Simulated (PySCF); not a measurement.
A PySCF script (with the pyscf-properties extension) for the NMR shieldings of SMILES P[Si@@H]1CCCN[SiH2]C1, C4H14NPSi2, on a GFN2-xTB geometry:

```python
import basis_set_exchange as bse
import numpy as np
from pyscf import gto, dft
from pyscf.prop import nmr

atoms = """
P     3.302382   -1.266701    0.097075
Si    1.253925   -0.395920    0.477686
C     0.023076   -1.407946   -0.574579
C    -1.359449   -1.572625    0.050955
C    -1.948768   -0.264059    0.590723
N    -1.846941    0.847298   -0.319837
Si   -0.683531    2.095530   -0.165170
C     1.112214    1.440747   -0.019682
H     3.974916   -0.212957    0.682568
H     3.439105   -0.720360   -1.165271
H     1.028728   -0.594423    1.921926
H     0.429864   -2.399492   -0.782659
H    -0.086429   -0.910318   -1.540453
H    -1.305056   -2.280663    0.879701
H    -2.041512   -1.990498   -0.696239
H    -3.003656   -0.432694    0.847138
H    -1.426977    0.017313    1.506088
H    -2.333483    0.688816   -1.186483
H    -0.844183    2.908700   -1.371074
H    -0.980998    2.847428    1.061243
H     1.614769    1.567995   -0.980162
H     1.671594    2.054214    0.685655
"""
names = dict.fromkeys(["P", "Si", "C", "N", "H"], "pcSseg-1")
basis = {el: gto.basis.parse(bse.get_basis(n, elements=[el], fmt="nwchem")) for el, n in names.items()}
mol = gto.M(atom=atoms, basis=basis, charge=0, verbose=0)
mf = dft.RKS(mol, xc="PBE0")
mf.grids.level = 2
mf.grids.alignment = dft.numint.BLKSIZE   # the property module wants whole blocks of grid points
mf.conv_tol = 1e-9
mf.kernel()

calc = nmr.RKS(mf)   # GIAO
C = mf.mo_coeff
Co = C[:, mf.mo_occ > 0]
resp = mf.gen_response(singlet=True, hermi=2)
def vind(x):   # induced exchange potential for any number of trial vectors
    d = np.einsum("pi,xij,qj->xpq", C, 2 * x.reshape(-1, C.shape[1], Co.shape[1]), Co, optimize=True)
    return np.einsum("xpq,pi,qj->xij", resp(d - d.transpose(0, 2, 1)), C, Co, optimize=True).ravel()
mo1, _ = nmr.rhf.solve_mo1(calc, with_cphf=vind)
sigma = calc.kernel(mo1)
for i, s in enumerate(sigma):   # ppm
    w = np.linalg.eigvalsh((s + s.T) / 2)
    print("%2d %-2s iso %8.1f  s11 %8.1f  s22 %8.1f  s33 %8.1f" % (i, mol.atom_pure_symbol(i), w.mean(), *w))
```

**Question.** Give the expected output.

**Answer.** 
```
 0 P  iso    592.5  s11    545.2  s22    606.7  s33    625.6
 1 Si iso    367.8  s11    327.3  s22    365.1  s33    411.1
 2 C  iso    172.8  s11    158.8  s22    171.8  s33    187.6
 3 C  iso    155.3  s11    143.5  s22    158.4  s33    163.9
 4 C  iso    141.4  s11    115.4  s22    146.4  s33    162.3
 5 N  iso    240.4  s11    209.2  s22    241.3  s33    270.6
 6 Si iso    386.3  s11    327.8  s22    395.5  s33    435.6
 7 C  iso    178.8  s11    159.6  s22    184.9  s33    191.9
 8 H  iso     30.7  s11     25.5  s22     28.0  s33     38.6
 9 H  iso     30.9  s11     26.1  s22     28.8  s33     37.8
10 H  iso     27.0  s11     23.7  s22     26.4  s33     30.9
11 H  iso     30.8  s11     24.6  s22     30.5  s33     37.3
12 H  iso     30.4  s11     27.6  s22     29.3  s33     34.4
13 H  iso     30.2  s11     25.7  s22     28.4  s33     36.6
14 H  iso     29.9  s11     24.5  s22     27.9  s33     37.2
15 H  iso     28.3  s11     21.8  s22     27.4  s33     35.6
16 H  iso     29.1  s11     26.4  s22     28.0  s33     32.8
17 H  iso     31.8  s11     23.7  s22     29.3  s33     42.5
18 H  iso     26.9  s11     22.7  s22     25.2  s33     32.7
19 H  iso     26.8  s11     21.7  s22     25.6  s33     33.1
20 H  iso     31.5  s11     26.7  s22     30.7  s33     37.1
21 H  iso     31.7  s11     26.9  s22     29.2  s33     39.0
```

These numbers come from an equivalent density-fitted implementation of the same equations, which agrees with the script to about 0.01 ppm for H and up to a few tenths of a ppm for heavy atoms, so last digits may differ.

Size and cost of the density-fitted run: 227 basis functions, 95 s wall time on 1 thread of an Arm Neoverse N1, shared host; peak memory 1.1 GiB.
